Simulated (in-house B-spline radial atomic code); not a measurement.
# RPA and G0W0 on BLYP: Rb⁺

Configuration [Ar] 3d10 4s2 4p6, mean-field start BLYP. Computed with a B-spline radial code for spherical atoms: all electrons, non-relativistic, point nucleus, each spin shell either full or empty, empty states to l = 9 with an (l + 1/2)⁻⁴ tail; G0W0 by contour deformation at full frequency.

Without relativity these are model numbers: it shifts the levels of so heavy an element strongly and can reorder them.

Command:
```bash
python run_gw.py task.json out
```
Settings (radii: box in bohr, nucleus in fm):
```
Z                        37
electrons                36
configuration            [Ar] 3d10 4s2 4p6
hamiltonian              nr
method                   b88,lyp
lmax                     9
spin_polarised           False
box_radius               23.78
intervals                54
```

Cost of the run: 1 s on 1 thread of AMD EPYC 9R45 96-Core Processor, on a shared host.

Energies (hartree):

```json
{"term": "mean-field total", "value": "-2940.01892"}
{"term": "Hartree-Fock functional on these orbitals", "value": "-2938.19057"}
{"term": "direct second order", "value": "-3.0418"}
{"term": "second-order exchange", "value": "0.87007"}
{"term": "SOSEX correction", "value": "0.7998"}
```

(1) What is the RPA correlation energy, and what remains with SOSEX?

Quasi-particle levels (eV):

| level | occupied | mean field | Σx - vxc | Σc | QP weight | G0W0 |
| --- | --- | --- | --- | --- | --- | --- |
| 4p | yes | -21.472 | -5.91 | ? | ? | ? |
| 5s | no | -6.138 | 2.92 | -0.77 | 0.977 | -3.995 |

G0W0 = mean field + (Σx - vxc) + Σc, with Σc (partial-wave tail included) taken at the quasi-particle energy. Only the outer levels were computed. Levels of low weight are left out.

(2) Where does G0W0 put 4p?

Results:

(1) RPA gives -2.6374 hartree (-1.99 eV per electron); RPA + SOSEX gives -1.8376, and the second-order doubles -2.1718 hartree (no singles). SOSEX takes back 30 % of the RPA value.

(2) At -27.422 eV, with Σc = -0.04 eV and a quasi-particle weight of 0.899. The tabulated removal energy is 27.290 eV (NIST, measured); the calculation leaves out relativity, Breit and QED terms, and what these don't explain is the method's own error.
